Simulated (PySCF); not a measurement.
**Dipole moment and polarisability of `CCPCC(F)(F)F`**

Species: C₄H₈F₃P.
Cartesian coordinates in Å at the GFN2-xTB level; atoms count from 1:
```xyz
16
C4H8F3P angstrom
C      1.851    0.483    0.329
C      1.150   -0.830    0.650
P     -0.099   -1.436   -0.586
C     -1.088    0.127   -0.933
C     -2.015    0.407    0.219
F     -2.930    1.350   -0.071
F     -1.365    0.847    1.309
F     -2.698   -0.681    0.599
H      1.186    1.331    0.474
H      2.219    0.493   -0.696
H      2.701    0.615    0.996
H      1.882   -1.642    0.713
H      0.655   -0.772    1.623
H      0.712   -1.225   -1.711
H     -0.462    1.002   -1.109
H     -1.705   -0.061   -1.816
```

Level: wB97X-D/def2-SVPD (PySCF), static field, nuclei fixed, core orbitals frozen in the response. The polarisability tensor in these axes (au):

```
x   82.83 -2.29  4.39
y   -2.29 74.88  1.81
z    4.39  1.81 71.19
```

**Question.** Diagonalise the tensor; give its mean and Δα, where Δα² is half the sum of the squared differences of the eigenvalues.

**Answer.** Principal values 68.72, 75.60 and 84.58 au; mean 76.30 au = 11.31 Å³ = 12.58 × 10⁻⁴⁰ C²·m²/J; Δα = 13.78 au (18 % of the mean).

**Question.** What is the dipole moment, and where does it point?

**Answer.** (2.39, 0.44, -1.26) D, 2.74 D in size, pointing from the negative to the positive side. Measured along this direction, the outermost atoms are F8 at the negative end and H10 at the positive end.

**Question.** Rayleigh depolarisation ratio (linearly polarised light, static tensor)?

**Answer.** ρ = 3Δα²/(45ᾱ² + 4Δα²) = 569.5/(261982 + 759.3) = 0.00217.

**Question.** Give the eigenvalues of the traceless quadrupole moment Θ = ½Σq(3rr − r²1), origin at the centre of nuclear charge.

**Answer.** -5.36, -0.44, 5.79 D·Å. The values depend on the origin, since the dipole doesn't vanish. The electronic extent ⟨r²⟩ about the same centre is 1237 bohr², a root-mean-square distance of 2.16 Å for the 74 electrons.

**Question.** Orientational against electronic polarisability at 273 K (dilute gas, rigid molecules)?

**Answer.** In Gaussian units μ²/3kT = 66.33 Å³ against 11.31 Å³, a ratio of 5.87; the Debye molar polarisation (4π/3)N_A(α + μ²/3kT) is 195.8 cm³/mol, leaving out the vibrational part.

**Question.** Find the Langevin capture rate constant for O2+ (31.990 u) meeting this molecule (144.032 u), k = 2.342 × 10⁻⁹ cm³/s × √(α in Å³ / reduced mass in u).

**Answer.** The reduced mass is 26.18 u, so k = 1.54 × 10⁻⁹ cm³/s. The formula leaves out the permanent dipole, which adds to the capture rate.

**Question.** In TDDFT the mean static polarisability is Σ f/ω² over all singlet excitations (ω in hartree). How much of it do the 8 lowest give? Their energies (eV) and oscillator strengths: 6.77, 0.0659; 6.87, 0.0738; 7.52, 0.1352; 8.17, 0.0283; 8.46, 0.0206; 8.74, 0.0115; 8.76, 0.0340; 8.91, 0.0229.

**Answer.** They add up to 5.17 au, 6.8 % of the 76.30 au; the largest single term is 1.77 au, from the state at 7.52 eV. Terms in order: 1.06, 1.16, 1.77, 0.31, 0.21, 0.11, 0.33, 0.21 au. Higher excitations give the rest. The strengths listed sum to 0.392.

One conformer (not necessarily the lowest) at the GFN2-xTB geometry, without solvent, vibrations or thermal averaging.
